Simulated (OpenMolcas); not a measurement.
**Lines of Ti2+: computed and rescaled rates**

```yaml
Program: OpenMolcas
Method: "MS-CASPT2, IPEA 0.25 Eh, imaginary shift 0.1 Eh (closed shells correlated: 3s 3p)"
Basis: ANO-RCC-VQZP [7s6p4d3f2g1h]
Scalar_Hamiltonian: DKH2, point nucleus
Active_space: 2 electrons in 6 orbitals (3d 4s)
State_averaging: 2S+1 = 3 even, 15 roots; 2S+1 = 1 even, 20 roots kept (CI in the orbitals of an earlier block)
Spin-orbit_coupling: RASSI with atomic mean-field integrals over the reference wave functions, term energies averaged over their components
```

Rates come from the transition moments of the reference wave functions (E1 and E2 in the length form). At fixed line strength A goes as λ^-3 for E1 and M1 and as λ^-5 for E2, so a rate at the computed wavelength can be rescaled to the measured one. Measured vacuum wavelengths follow from level energies in Corliss and Sugar, J. Phys. Chem. Ref. Data 8, 1 (1979). Branching counts decays inside the model space alone, at computed energies, and the table is only a selection of the E2 and M1 lines, drawn from those between levels with measured partners whose computed energy lies within a factor of 1.5 of the measured one.

```json
{"Upper": "3d 4s ³D₃", "Lower": "3d² ³F₄", "Type": "E2", "λ computed (nm)": "258.7", "λ measured (nm)": "263.1", "A computed (s-1)": "4.41e+01", "A rescaled (s-1)": "4.05e+01", "Branching %": "70.0"}
{"Upper": "3d 4s ³D₂", "Lower": "3d² ³F₃", "Type": "E2", "λ computed (nm)": "258.3", "λ measured (nm)": "263.1", "A computed (s-1)": "2.89e+01", "A rescaled (s-1)": "2.64e+01", "Branching %": "46.1"}
{"Upper": "3d 4s ¹D₂", "Lower": "3d² ¹D₂", "Type": "E2", "λ computed (nm)": "292.3", "λ measured (nm)": "300.9", "A computed (s-1)": "2.08e+01", "A rescaled (s-1)": "1.80e+01", "Branching %": "58.6"}
{"Upper": "3d 4s ³D₂", "Lower": "3d² ³F₂", "Type": "E2", "λ computed (nm)": "257", "λ measured (nm)": "261.8", "A computed (s-1)": "1.70e+01", "A rescaled (s-1)": "1.55e+01", "Branching %": "27.1"}
{"Upper": "3d 4s ¹D₂", "Lower": "3d² ¹G₄", "Type": "E2", "λ computed (nm)": "360", "λ measured (nm)": "366.2", "A computed (s-1)": "1.45e+01", "A rescaled (s-1)": "1.33e+01", "Branching %": "40.7"}
{"Upper": "3d 4s ³D₃", "Lower": "3d² ³F₃", "Type": "E2", "λ computed (nm)": "257", "λ measured (nm)": "261.5", "A computed (s-1)": "1.28e+01", "A rescaled (s-1)": "1.17e+01", "Branching %": "20.3"}
{"Upper": "3d 4s ³D₂", "Lower": "3d² ³F₄", "Type": "E2", "λ computed (nm)": "260.1", "λ measured (nm)": "264.7", "A computed (s-1)": "1.20e+01", "A rescaled (s-1)": "1.10e+01", "Branching %": "19.1"}
{"Upper": "3d² ¹S₀", "Lower": "3d² ¹D₂", "Type": "E2", "λ computed (nm)": "421.7", "λ measured (nm)": "416.6", "A computed (s-1)": "5.21e+00", "A rescaled (s-1)": "5.54e+00", "Branching %": "97.6"}
{"Upper": "3d 4s ³D₃", "Lower": "3d² ³P₂", "Type": "E2", "λ computed (nm)": "358.2", "λ measured (nm)": "360.9", "A computed (s-1)": "3.22e+00", "A rescaled (s-1)": "3.10e+00", "Branching %": "5.1"}
{"Upper": "3d 4s ³D₂", "Lower": "3d² ³P₂", "Type": "E2", "λ computed (nm)": "360.8", "λ measured (nm)": "363.9", "A computed (s-1)": "2.69e+00", "A rescaled (s-1)": "2.58e+00", "Branching %": "4.3"}
{"Upper": "3d² ³P₀", "Lower": "3d² ³F₂", "Type": "E2", "λ computed (nm)": "910", "λ measured (nm)": "948.9", "A computed (s-1)": "4.71e-02", "A rescaled (s-1)": "3.82e-02", "Branching %": "100.0"}
{"Upper": "3d² ³P₂", "Lower": "3d² ³F₄", "Type": "E2", "λ computed (nm)": "931.1", "λ measured (nm)": "970.8", "A computed (s-1)": "3.22e-02", "A rescaled (s-1)": "2.61e-02", "Branching %": "67.1"}
{"Upper": "3d² ³P₁", "Lower": "3d² ³F₃", "Type": "E2", "λ computed (nm)": "921", "λ measured (nm)": "959.8", "A computed (s-1)": "2.96e-02", "A rescaled (s-1)": "2.41e-02", "Branching %": "61.4"}
{"Upper": "3d² ³P₁", "Lower": "3d² ³F₂", "Type": "E2", "λ computed (nm)": "904.3", "λ measured (nm)": "943.1", "A computed (s-1)": "1.62e-02", "A rescaled (s-1)": "1.31e-02", "Branching %": "33.6"}
{"Upper": "3d² ¹D₂", "Lower": "3d² ³F₃", "Type": "M1", "λ computed (nm)": "1304", "λ measured (nm)": "1206", "A computed (s-1)": "1.07e-02", "A rescaled (s-1)": "", "Branching %": "64.8"}
{"Upper": "3d² ³P₂", "Lower": "3d² ³F₃", "Type": "E2", "λ computed (nm)": "909.2", "λ measured (nm)": "949.1", "A computed (s-1)": "9.43e-03", "A rescaled (s-1)": "7.61e-03", "Branching %": "19.6"}
{"Upper": "3d² ¹G₄", "Lower": "3d² ³F₄", "Type": "M1", "λ computed (nm)": "722.1", "λ measured (nm)": "715.5", "A computed (s-1)": "7.98e-03", "A rescaled (s-1)": "", "Branching %": "58.6"}
{"Upper": "3d² ¹D₂", "Lower": "3d² ³F₂", "Type": "M1", "λ computed (nm)": "1271", "λ measured (nm)": "1180", "A computed (s-1)": "5.80e-03", "A rescaled (s-1)": "", "Branching %": "35.1"}
{"Upper": "3d² ¹G₄", "Lower": "3d² ³F₃", "Type": "M1", "λ computed (nm)": "708.8", "λ measured (nm)": "703.6", "A computed (s-1)": "5.06e-03", "A rescaled (s-1)": "", "Branching %": "37.2"}
{"Upper": "3d² ³P₂", "Lower": "3d² ¹D₂", "Type": "M1", "λ computed (nm)": "3001", "λ measured (nm)": "4449", "A computed (s-1)": "4.83e-03", "A rescaled (s-1)": "", "Branching %": "10.1"}
{"Upper": "3d² ³P₁", "Lower": "3d² ¹D₂", "Type": "M1", "λ computed (nm)": "3134", "λ measured (nm)": "4695", "A computed (s-1)": "2.36e-03", "A rescaled (s-1)": "", "Branching %": "4.9"}
{"Upper": "3d² ³P₂", "Lower": "3d² ³F₂", "Type": "E2", "λ computed (nm)": "892.9", "λ measured (nm)": "932.7", "A computed (s-1)": "1.46e-03", "A rescaled (s-1)": "1.17e-03", "Branching %": "3.0"}
{"Upper": "3d² ¹G₄", "Lower": "3d² ¹D₂", "Type": "E2", "λ computed (nm)": "1552", "λ measured (nm)": "1688", "A computed (s-1)": "5.45e-04", "A rescaled (s-1)": "3.58e-04", "Branching %": "4.0"}
{"Upper": "3d² ³F₄", "Lower": "3d² ³F₃", "Type": "M1", "λ computed (nm)": "38510", "λ measured (nm)": "42460", "A computed (s-1)": "3.56e-04", "A rescaled (s-1)": "2.66e-04", "Branching %": "100.0"}
{"Upper": "3d² ³F₃", "Lower": "3d² ³F₂", "Type": "M1", "λ computed (nm)": "49790", "λ measured (nm)": "54080", "A computed (s-1)": "2.09e-04", "A rescaled (s-1)": "1.63e-04", "Branching %": "100.0"}
```

Spin-changing lines and M1 lines between different terms are not rescaled, since their strength hangs on the term gaps too.

The largest correction is for 3d² ¹G₄ → 3d² ¹D₂ (E2): 5.45e-04 × (1552 / 1688)^5 = 3.58e-04 s-1, a factor of 0.66.

The computed rate and branching of 3d² ³F₃ → 3d² ³F₂ give the upper level a radiative lifetime of 1.000 / 2.09e-04 s-1 = 4.78e+03 s, counting decays inside the model space alone. The rescaled rate gives about 6.1e+03 s.

These are rates of the free ion; in crystals, glasses and complexes forced electric-dipole and non-radiative decay shorten such lifetimes by orders of magnitude. No measured rate stands beside these. Rescaling mends the energy factor alone: line strengths can still be far off where a level mixes with configurations outside the active space, and weak or spin-changing lines hang on small mixing coefficients that depend on the term gaps too, so rescaling need not improve them.

CASPT2 breaks the degeneracy within a term, and the mean is taken; among the terms shown or strongly mixed into the levels shown the widest spread is 920 cm-1 (3d² ¹G). Terms from blocks run as CI alone lack orbitals of their own. A single d shell beside an s shell can misplace configurations of different d count against each other. Computed and measured levels are paired by configuration, term and J; levels that our copy of the source lacks, or whose pairing is in doubt (as where it misses far off the trend of its configuration), stay unpaired. Levels of configurations outside the active space are missing.
